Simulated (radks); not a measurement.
Question: Calculated with a radial shooting solver on a logarithmic mesh with Libxc functionals: non-relativistic Kohn-Sham, PBEsol, spin-polarised, spherical densities, point nucleus; open shells are filled with parallel spins first. Each species is in its NIST ground configuration. Rank F+, Be+, N+, O+, C+, Ne+, Li+, B+ by Delta-SCF ionisation energy (eV), largest first.

Answer: Li+ 74.735, Ne+ 41.257, O+ 35.414, F+ 34.765, N+ 29.991, C+ 24.465, B+ 24.414, Be+ 18.286.
